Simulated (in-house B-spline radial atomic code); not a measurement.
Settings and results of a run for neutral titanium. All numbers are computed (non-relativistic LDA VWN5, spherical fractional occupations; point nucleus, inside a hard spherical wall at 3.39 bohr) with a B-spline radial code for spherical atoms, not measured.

Command:
```bash
python run_scf.py task.json out
```
Settings:
```
Z                22
configuration    [Ar] 3d2 4s1 4p1
hamiltonian      nr
method           lda,vwn
spin_polarised   False
wall_radius      3.39
```

Output (hartree, bohr):
```
 radial grid: 40 intervals, B-splines of order 8, outer radius 3.39 bohr

 iter        energy (Eh)    residual
    1        -844.548173    2.43e-01
    2        -845.053415    1.38e-01
    3        -845.748909    2.00e-02
    4        -845.757206    5.38e-03
    5        -845.757316    1.52e-03
    6        -845.757347    4.21e-04
    7        -845.757353    2.79e-05
    8        -845.757353    2.92e-07
    9        -845.757353    5.77e-09

 total energy                      -845.75735
 kinetic                             850.3269
 electron-nucleus                  -2020.6907
 Hartree                             364.9790
 exchange-correlation                -40.3725

 orbital      occ     eigenvalue          <r>       <r^2>       <1/r>       <r^4>       r_max
 1s         2.000      -176.7418    0.0703127  0.00663388     21.4835 0.000112599     0.04623
 2s         2.000       -18.9485      0.32875    0.127764     4.47764   0.0287159       0.272
 2p         6.000       -15.7723     0.291539    0.104845     4.42264   0.0226436      0.2205
 3s         2.000        -1.8350       1.0303      1.2275     1.36474     2.45188       0.881
 3p         6.000        -1.0098      1.10917     1.44713     1.23679     3.56628      0.9119
 3d         2.000         0.2493       1.3518     2.18524    0.936689     8.19374       1.002
 4s         1.000         0.5553      2.05065     4.62058     0.67223     26.6603       2.217
 4p         1.000         0.8725      2.04538     4.67707    0.695705     27.9635       2.303
```

Cost of the run: 0.03 s on 1 thread of Arm Neoverse V1, on a shared host.
